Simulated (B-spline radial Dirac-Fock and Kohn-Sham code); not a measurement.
**EELS cross sections of the Nb L2 (2p1/2) edge**

System: atomic niobium in the configuration [Kr] 4d4 5s1. Model: the first Born approximation with generalised oscillator strengths from a Dirac-Hartree-Slater potential (longitudinal and transverse terms; continuum final states only, so no white lines or fine structure). Program: a radial finite-basis atomic code. The edge is taken at 2465.0 eV (tabulated value).

Generalised oscillator strength df/dE of the whole subshell in 10⁻³ per eV, against momentum transfer:

| q (1/a₀) | 15 eV above | 50 eV above | 100 eV above | 300 eV above |
| --- | --- | --- | --- | --- |
| 0.0400 | 1.03 | 0.991 | 0.950 | 0.791 |
| 0.0695 | 1.03 | 0.991 | 0.950 | 0.791 |
| 0.121 | 1.03 | 0.990 | 0.950 | 0.791 |
| 0.210 | 1.03 | 0.990 | 0.949 | 0.791 |
| 0.365 | 1.03 | 0.990 | 0.949 | 0.791 |
| 0.634 | 1.03 | 0.988 | 0.947 | 0.790 |
| 1.10 | 1.02 | 0.981 | 0.942 | 0.789 |
| 1.91 | 1.00 | 0.963 | 0.927 | 0.784 |
| 3.33 | 0.936 | 0.907 | 0.881 | 0.766 |
| 5.78 | 0.766 | 0.752 | 0.743 | 0.690 |
| 10.0 | 0.425 | 0.425 | 0.431 | 0.443 |
| 17.5 | 0.102 | 0.103 | 0.107 | 0.118 |
| 30.3 | 0.00837 | 0.00853 | 0.00880 | 0.00985 |

As q goes to zero the values tend to the optical oscillator strength. At 300 eV above the edge the largest value on this grid is at q = 0.0400 per a₀; a free electron at rest would take up the loss of 2765 eV at q = 14.3 per a₀, where the Bethe ridge forms once the loss is well above the edge energy.

Values without a named source are computed, but for edge energies of neutral atoms, which are taken from tables.
